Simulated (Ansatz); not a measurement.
Reactions of `C=CCC(F)Cl`.

Gas-phase electronic energies from Ansatz, PBE0-D4/def2-TZVP geometries. CCSD(T)/CBS adds triple-zeta CCSD(T) − MP2 to the extrapolated MP2 energy (def2 sets, frozen cores). This one scheme is used for every species. Functionals use def2-TZVPP. Triplets are unrestricted, without spin–orbit coupling. For Br outer-core shells are correlated without core-valence functions, which leaves a few kJ/mol of doubt a bond. Scalar relativity is left out up to krypton. Each species was taken in one conformer, which may not be the lowest.

```json
{"reaction": "`C=CCC(F)Cl` + HBr → `FC(Cl)Br` + `C=CC`", "HF/CBS(def2) (kcal/mol)": "12.0", "ωB97M-V (kcal/mol)": "10.7"}
{"reaction": "`C=CCC(F)Cl` → `C=CC(F)Cl` + `[CH2]` (triplet)", "HF/CBS(def2) (kcal/mol)": "70.4", "ωB97M-V (kcal/mol)": "106.5"}
{"reaction": "`C=CCC(F)Cl` + H₂S → `C=CCC(F)S` + HCl", "HF/CBS(def2) (kcal/mol)": "0.8", "ωB97M-V (kcal/mol)": "-1.0"}
{"reaction": "`C=CCC(F)Cl` + `O[SiH3]` → `C=CCO[SiH3]` + `FCCl`", "HF/CBS(def2) (kcal/mol)": "12.1", "ωB97M-V (kcal/mol)": "16.1"}
{"reaction": "`C=CCC(F)Cl` + `C[SiH2]O` → `C=CO[SiH2]C` + `CC(F)Cl`", "HF/CBS(def2) (kcal/mol)": "4.3", "ωB97M-V (kcal/mol)": "5.1"}
```

(1) Give the CCSD(T)/CBS values in the same order. (Best estimate.)

Largest T1 diagnostic: 0.012, for `C=CO[SiH2]C`.

Results:

(1) The calculation gave: 11.2, 106.1, -1.5, 16.8, 6.6 kcal/mol.
